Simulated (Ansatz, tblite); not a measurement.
Removing and adding an electron: BeF2 (the lowest singlet isomer of a short search). Charge 0, multiplicity 1. Geometry: PBE0-D4/def2-TZVP. Ansatz, gas phase; energy differences of separate SCF runs; the oxidised species was run as a doublet alone; the reduced species was run as a doublet alone.

```xyz
3

Be   -0.003    0.002    0.001
F     0.193   -0.239    1.343
F    -0.191    0.237   -1.344
```

The xTB rows come from tblite. Correlated methods freeze 2 core orbitals. In CCSD on the charge 1 doublet the largest single amplitude is 0.36, so its Hartree–Fock determinant may place the open shell otherwise than the density functionals do. The structure comes from a short search, and lower isomers may exist.

| level | −HOMO (eV) | vertical IE (eV) | −LUMO (eV) | vertical EA (eV) | HOMO–LUMO gap (eV) | IE − EA (eV) | remarks |
| --- | --- | --- | --- | --- | --- | --- | --- |
| GFN1-xTB | 13.79 | 18.82 | 6.72 | 2.06 | 7.06 | 16.76 | – |
| GFN2-xTB | 13.90 | 18.87 | 5.57 | -1.17 | 8.34 | 20.03 | – |
| HF/def2-TZVPD | – | – | – | -0.90 | – | – | HOMO above zero (-1 doublet) |
| PBE-D4/def2-TZVP | 9.69 | 14.25 | 1.37 | – | 8.32 | – | – |
| PBE-D4/def2-TZVPD | 9.78 | – | 1.44 | -0.35 | 8.34 | – | HOMO above zero (-1 doublet) |
| r2SCAN-D4/def2-TZVP | 10.17 | 14.45 | 0.76 | – | 9.41 | – | – |
| r2SCAN-D4/def2-TZVPD | 10.23 | – | 0.82 | -0.47 | 9.40 | – | HOMO above zero (-1 doublet) |
| PBE0-D4/def2-TZVP | 11.74 | 14.77 | 0.68 | – | 11.07 | – | – |
| PBE0-D4/def2-TZVPD | 11.81 | – | 0.74 | -0.43 | 11.07 | – | HOMO above zero (-1 doublet) |
| MP2/def2-TZVPD | – | – | – | -0.65 | – | – | HOMO above zero (-1 doublet) |
| CCSD/def2-TZVPD | – | – | – | -0.63 | – | – | HOMO above zero (-1 doublet) |
| CCSD/def2-TZVPP | – | 15.54 | – | – | – | – | large T1 (0.063) (+1 doublet) |
| CCSD(T)/def2-TZVPD | – | – | – | -0.59 | – | – | HOMO above zero (-1 doublet) |
| CCSD(T)/def2-TZVPP | – | 15.53 | – | – | – | – | large T1 (0.063) (+1 doublet) |

Run but left out: HF/def2-TZVPP, MP2/def2-TZVPP (charge +1 doublet: a determinant that CCSD turns far, T1 0.063).   A HOMO above zero means that the electron is unbound at that level or that self-interaction error raises the level; the energy of removing that electron tells which. Raw xTB energy differences between charge states are shifted by several eV; the methods need an empirical correction for them. A negative affinity means that the extra electron isn't bound; its size then hangs on the basis.
